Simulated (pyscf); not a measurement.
Single points on ωB97X-D3(BJ)/def2-SVP structures (PySCF, gas phase).

Q: Estimate the classical barrier height and the reaction energy of •H₂Si–CH₂–Cl -> •H₂C–SiH₂–Cl at PBE/def2-TZVP. The step runs on the doublet surface, breaks C–Cl and forms Cl–Si; take the reactant's lowest minimum found as zero.

A: ΔE‡ = 15.4 kcal/mol, ΔE = -25.8 kcal/mol. CCSD(T)/def2-TZVPP + ΔMP2(QZVPP) gives 21.0 kcal/mol and -30.5 kcal/mol. Zero-point energy shifts the barrier by -1.5 kcal/mol. It is a group migration, with an imaginary mode of 608i cm⁻¹. •H₂Si–CH₂–Cl lies 42.5 kcal/mol over its isomer H₃C–SiH•–Cl, and others may lie lower still (electronic energy, ωB97M-D3(BJ)). •H₂C–SiH₂–Cl lies 11.1 kcal/mol over its isomer H₃C–SiH•–Cl, and others may lie lower still (electronic energy, ωB97M-D3(BJ)). This is the saddle that the search found; another between the same sides may lie lower. The CCSD(T) − MP2 part came from Ansatz, without density fitting, on the same reference.
